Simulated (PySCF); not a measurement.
**Dipole response of Ir (iridium, neutral)**

[Xe] 4f14 5d7 6s2, high-spin 4F determinant. All numbers are calculated (PySCF 2.14, scalar relativity through the core potential, in aug-cc-pwCVDZ-PP with ECP60MDF (6s6p5d3f, 70 functions)). Coupled (time-dependent) response in atomic units; α is the mean over directions. A double-zeta set is small for polarisabilities.

```csv
method,mean α (bohr³),C₆ (like pair),S(−4)
BHandHLYP,50.80,539.7,995.5
```

S(−4) is the Cauchy moment in α(ω) = α(0) + S(−4) ω² + …

Reference α: 54 ± 7 bohr³ (recommended; Schwerdtfeger and Nagle, table of static dipole polarizabilities (2023 update)). Published C₆: 522.0 (Gould and Bucko (2016)).

Spin-orbit coupling is absent.

α(iu) at BHandHLYP:

```json
{"u (hartree)": "0", "α(iu) (bohr³)": "50.80"}
{"u (hartree)": "0.0500", "α(iu) (bohr³)": "48.47"}
{"u (hartree)": "0.100", "α(iu) (bohr³)": "42.89"}
{"u (hartree)": "0.200", "α(iu) (bohr³)": "30.73"}
{"u (hartree)": "0.300", "α(iu) (bohr³)": "22.24"}
{"u (hartree)": "0.500", "α(iu) (bohr³)": "13.55"}
{"u (hartree)": "0.750", "α(iu) (bohr³)": "8.885"}
{"u (hartree)": "1.00", "α(iu) (bohr³)": "6.477"}
{"u (hartree)": "1.50", "α(iu) (bohr³)": "3.961"}
{"u (hartree)": "2.00", "α(iu) (bohr³)": "2.678"}
{"u (hartree)": "3.00", "α(iu) (bohr³)": "1.452"}
{"u (hartree)": "5.00", "α(iu) (bohr³)": "0.6130"}
```

A single London oscillator, α(iu) = α/(1 + u²/ω²), gives C₆ = (3/4) ω α². Matching the computed C₆ needs ω = 4 × 539.7 / (3 × 50.80²) = 0.279 hartree.

Energies and moments cover only the electrons outside the core potential. Spin-orbit coupling, absent here, splits the open shell strongly.
